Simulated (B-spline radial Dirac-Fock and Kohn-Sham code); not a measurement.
**Magnetic form factor of the 4d shell of Tc³⁺**

System: technetium as Tc³⁺ in the configuration [Kr] 4d4.

Method: Dirac-Fock orbitals of the configuration average with a finite nucleus. Computed with an atomic code on a B-spline grid. ⟨j_K⟩ is the integral of the 4d radial density with the spherical Bessel function j_K(4πsr), s = sin θ/λ.

| s (Å⁻¹) | ⟨j0⟩ | ⟨j2⟩ | ⟨j4⟩ |
| --- | --- | --- | --- |
| 0 | 1.0000 | 0.0000 | 0.0000 |
| 0.05 | 0.9518 | 0.0191 | 0.0002 |
| 0.1 | 0.8210 | 0.0685 | 0.0022 |
| 0.15 | 0.6421 | 0.1296 | 0.0095 |
| 0.2 | 0.4544 | 0.1825 | 0.0238 |
| 0.25 | 0.2882 | 0.2148 | 0.0438 |
| 0.3 | 0.1590 | 0.2233 | 0.0661 |
| 0.35 | 0.0694 | 0.2116 | 0.0865 |
| 0.4 | 0.0143 | 0.1865 | 0.1019 |
| 0.45 | -0.0146 | 0.1548 | 0.1110 |
| 0.5 | -0.0255 | 0.1219 | 0.1136 |
| 0.6 | -0.0192 | 0.0649 | 0.1040 |
| 0.7 | -0.0014 | 0.0265 | 0.0833 |
| 0.8 | 0.0136 | 0.0055 | 0.0603 |
| 0.9 | 0.0222 | -0.0033 | 0.0398 |
| 1 | 0.0252 | -0.0049 | 0.0238 |
| 1.1 | 0.0243 | -0.0028 | 0.0125 |
| 1.2 | 0.0213 | 0.0005 | 0.0052 |
| 1.4 | 0.0135 | 0.0066 | -0.0009 |
| 1.6 | 0.0068 | 0.0099 | -0.0011 |

Radial moments of the shell: ⟨r²⟩ = 2.684, ⟨r⁴⟩ = 12.44, ⟨r⁶⟩ = 91.25 in powers of bohr.
